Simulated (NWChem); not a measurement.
System: C$_{2}$H$_{3}$AlCl$_{2}$; SMILES C=[CH][Al]([Cl])[Cl]

Input file for NWChem:

```
start job
memory heap 200 mb stack 900 mb global 1100 mb
geometry units angstroms noautosym nocenter noautoz
  Al    -0.131851     0.108380     0.000000
  Cl    -0.537993     2.164324     0.000000
  Cl     1.880162    -0.489585     0.000000
  C     -1.520598    -1.223760     0.000000
  C     -1.227988    -2.534039     0.000000
  H     -2.581075    -0.937913     0.000000
  H     -2.005218    -3.308755     0.000000
  H     -0.193752    -2.899255     0.000000
end
basis spherical
  * library def2-svp
end
dft
  xc hfexch
  iterations 150
end
property
  efieldgrad
end
task dft property
```

Parts of the log:

```
             Northwest Computational Chemistry Package (NWChem) 7.3.0
             --------------------------------------------------------

                             Geometry "geometry" -> ""
                             -------------------------

 Output coordinates in angstroms (scale by  1.889725989 to convert to a.u.)

  No.       Tag          Charge          X              Y              Z
 ---- ---------------- ---------- -------------- -------------- --------------
    1 Al                  13.0000    -0.13185100     0.10838000     0.00000000
    2 Cl                  17.0000    -0.53799300     2.16432400     0.00000000
    3 Cl                  17.0000     1.88016200    -0.48958500     0.00000000
    4 C                    6.0000    -1.52059800    -1.22376000     0.00000000
    5 C                    6.0000    -1.22798800    -2.53403900     0.00000000
    6 H                    1.0000    -2.58107500    -0.93791300     0.00000000
    7 H                    1.0000    -2.00521800    -3.30875500     0.00000000
    8 H                    1.0000    -0.19375200    -2.89925500     0.00000000

 Effective nuclear repulsion energy (a.u.)     293.8383042122

  xc_inp: hfexch multiplicative factor not found.
                              NWChem Property Module
                              ----------------------

  itol2e modified to match energy
  convergence criterion.

                                 NWChem DFT Module
                                 -----------------

 Summary of "ao basis" -> "ao basis" (spherical)
 ------------------------------------------------------------------------------
       Tag                 Description            Shells   Functions and Types
 ---------------- ------------------------------  ------  ---------------------
 Al                         def2-svp                 8       18   4s3p1d
 Cl                         def2-svp                 8       18   4s3p1d
 C                          def2-svp                 6       14   3s2p1d
 H                          def2-svp                 3        5   2s1p

  itol2e modified to match energy
  convergence criterion.

            General Information
            -------------------
          SCF calculation type: DFT
          Wavefunction type:  closed shell.
          No. of atoms     :     8
          No. of electrons :    62
           Alpha electrons :    31
            Beta electrons :    31
          Charge           :     0
          Spin multiplicity:     1
          Use of symmetry is: off; symmetry adaption is: off
          Maximum number of iterations: 150
          AO basis - number of functions:    97
                     number of shells:    45
          Convergence on energy requested:  1.00D-07
          Convergence on density requested:  1.00D-05
          Convergence on gradient requested:  5.00D-04

              XC Information
              --------------
                     Hartree-Fock (Exact) Exchange  1.000

      Superposition of Atomic Density Guess
      -------------------------------------

 Sum of atomic energies:       -1237.18591370

      Non-variational initial energy
      ------------------------------

 Total energy =   -1238.870225
 1-e energy   =   -2293.886976
 2-e energy   =     761.178447
 HOMO         =      -0.350123
 LUMO         =      -0.035696

   convergence    iter        energy       DeltaE   RMS-Dens  Diis-err
 ---------------- ----- ----------------- --------- --------- ---------
 d= 0,ls=0.0,diis     1  -1238.0620932442 -1.53D+03  6.27D-03  2.78D-01
 d= 0,ls=0.0,diis     2  -1238.1105909517 -4.85D-02  2.07D-03  3.17D-02
 d= 0,ls=0.0,diis     3  -1238.1158316999 -5.24D-03  6.47D-04  2.49D-03
 d= 0,ls=0.0,diis     4  -1238.1164035714 -5.72D-04  9.54D-05  4.57D-05
 d= 0,ls=0.0,diis     5  -1238.1164166306 -1.31D-05  2.95D-05  6.99D-06
  Resetting Diis
 d= 0,ls=0.0,diis     6  -1238.1164184164 -1.79D-06  1.31D-05  8.52D-07
 d= 0,ls=0.0,diis     7  -1238.1164186688 -2.52D-07  3.06D-06  4.69D-08
 d= 0,ls=0.0,diis     8  -1238.1164186849 -1.62D-08  1.42D-06  1.03D-08

[...]

          -----------------------
          Electric field gradient
          -----------------------

 1 a.u. = 0.324123 10**(16) esu/cm**3  ( or statvolts/cm**2 ) = 0.97174 10**(22) v/m**2

 ------------------------------------------------------------
   Atom      X         Y         Z
 ------------------------------------------------------------
    1 Al  -0.24916   0.20481   0.00000
 ------------------------------------------------------------

 Electric field gradient in molecular frame (a.u.)
         XX             YY             ZZ             XY             XZ             YZ
 ------------------------------------------------------------------------------------------
        0.439843       0.420813      -0.860656       0.265641       0.000000       0.000000

 Principal components (a.u.) and orientation
 of principal axis w.r.t. absolute frame                      Asymmetry parameter eta
 --------------------------------------------------------------------------------------
       -0.860656       0.696140       0.164517                       0.617694

        0.000000       0.719651      -0.694336
        0.000000       0.694336       0.719651
        1.000000       0.000000       0.000000

 ------------------------------------------------------------
   Atom      X         Y         Z
 ------------------------------------------------------------
    2 Cl  -1.01666   4.08998   0.00000
 ------------------------------------------------------------

 Electric field gradient in molecular frame (a.u.)
         XX             YY             ZZ             XY             XZ             YZ
 ------------------------------------------------------------------------------------------
        0.678779      -1.111812       0.433033       0.400502       0.000000       0.000000

 Principal components (a.u.) and orientation
 of principal axis w.r.t. absolute frame                      Asymmetry parameter eta
 --------------------------------------------------------------------------------------
       -1.197310       0.764277       0.433033                       0.276656

       -0.208773       0.977964       0.000000
        0.977964       0.208773       0.000000
        0.000000       0.000000       1.000000

 ------------------------------------------------------------
   Atom      X         Y         Z
 ------------------------------------------------------------
    3 Cl   3.55299  -0.92518   0.00000
 ------------------------------------------------------------

 Electric field gradient in molecular frame (a.u.)
         XX             YY             ZZ             XY             XZ             YZ
 ------------------------------------------------------------------------------------------
       -1.021834       0.564910       0.456924       0.553340      -0.000000      -0.000000

 Principal components (a.u.) and orientation
 of principal axis w.r.t. absolute frame                      Asymmetry parameter eta
 --------------------------------------------------------------------------------------
       -1.195739       0.738814       0.456924                       0.235746

        0.953995       0.299823       0.000000
       -0.299823       0.953995       0.000000
        0.000000       0.000000       1.000000

 ------------------------------------------------------------
   Atom      X         Y         Z
 ------------------------------------------------------------
    4 C   -2.87351  -2.31257   0.00000
 ------------------------------------------------------------

 Electric field gradient in molecular frame (a.u.)
         XX             YY             ZZ             XY             XZ             YZ
 ------------------------------------------------------------------------------------------
        0.121630       0.244902      -0.366532       0.067570       0.000000       0.000000

 Principal components (a.u.) and orientation
 of principal axis w.r.t. absolute frame                      Asymmetry parameter eta
 --------------------------------------------------------------------------------------
       -0.366532       0.274725       0.091807                       0.499050

        0.000000       0.403782       0.914855
        0.000000       0.914855      -0.403782
        1.000000       0.000000       0.000000

 ------------------------------------------------------------
   Atom      X         Y         Z
 ------------------------------------------------------------
    5 C   -2.32056  -4.78864   0.00000
 ------------------------------------------------------------

 Electric field gradient in molecular frame (a.u.)
         XX             YY             ZZ             XY             XZ             YZ
 ------------------------------------------------------------------------------------------
        0.155858       0.292113      -0.447971      -0.045278      -0.000000      -0.000000

 Principal components (a.u.) and orientation
 of principal axis w.r.t. absolute frame                      Asymmetry parameter eta
 --------------------------------------------------------------------------------------
       -0.447971       0.305787       0.142184                       0.365208

        0.000000      -0.289104       0.957298
        0.000000       0.957298       0.289104
        1.000000       0.000000       0.000000

 ------------------------------------------------------------
   Atom      X         Y         Z
 ------------------------------------------------------------
    6 H   -4.87752  -1.77240   0.00000
 ------------------------------------------------------------

 Electric field gradient in molecular frame (a.u.)
         XX             YY             ZZ             XY             XZ             YZ
 ------------------------------------------------------------------------------------------
       -0.282773       0.120850       0.161923       0.118600      -0.000000      -0.000000

[...]
```

Level: Hartree-Fock/def2-SVP. Geometry: optimised at PBE0/def2-SVP. NWChem prints the field gradient with the sign opposite to the second derivative of the potential.
